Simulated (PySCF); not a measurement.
The pair A = CH3F (SMILES CF) (first 5 atoms), B = CH3F (SMILES CF); geometry from B3LYP-D3(BJ)/def2-TZVP.
(charge 0, multiplicity 1):
| atom | x (Å) | y (Å) | z (Å) |
|---|---|---|---|
| C | -0.2319 | 0.5233 | 0.4619 |
| F | 1.0612 | 0.1377 | 0.8225 |
| H | -0.8046 | 0.7025 | 1.3705 |
| H | -0.1661 | 1.4327 | -0.1362 |
| H | -0.6807 | -0.2802 | -0.1229 |
| C | 0.6118 | 0.3055 | 4.1641 |
| F | -0.6819 | 0.6891 | 3.8035 |
| H | 0.5471 | -0.6019 | 4.7655 |
| H | 1.1836 | 0.1235 | 3.2556 |
| H | 1.0607 | 1.1114 | 4.7456 |

Rows in 6-31G* carry no dispersion term and start afresh at each structure (6-31G* with six Cartesian d functions). MP2/6-31G* freezes PySCF's default core.

The values were computed with PySCF for 6-31G* rows. 

Total energies (hartree), monomers frozen at their geometry in the pair:

```json
[
 {"structure": "AB", "HF/6-31G*": "-278.0720310", "B3LYP/6-31G*": "-279.4742958", "MP2/6-31G*": "-278.6785706"},
 {"structure": "A in the pair's basis", "HF/6-31G*": "-139.0353261", "B3LYP/6-31G*": "-139.7362423", "MP2/6-31G*": "-139.3383609"},
 {"structure": "B in the pair's basis", "HF/6-31G*": "-139.0353248", "B3LYP/6-31G*": "-139.7362429", "MP2/6-31G*": "-139.3383612"},
 {"structure": "A", "HF/6-31G*": "-139.0337050", "B3LYP/6-31G*": "-139.7336238", "MP2/6-31G*": "-139.3357804"},
 {"structure": "B", "HF/6-31G*": "-139.0337036", "B3LYP/6-31G*": "-139.7336243", "MP2/6-31G*": "-139.3357805"}
]
```

Work out the interaction energy without and with the counterpoise correction, and the superposition error, for each level.


E(AB) − E(A) − E(B), times 627.509 kcal/mol, with the monomers in their own basis and then in the pair's basis:
- HF/6-31G*: -2.90 uncorrected, -0.87 corrected; the monomers gain 2.03 kcal/mol from borrowed functions
- B3LYP/6-31G*: -4.42 uncorrected, -1.14 corrected; the monomers gain 3.29 kcal/mol from borrowed functions
- MP2/6-31G*: -4.40 uncorrected, -1.16 corrected; the monomers gain 3.24 kcal/mol from borrowed functions
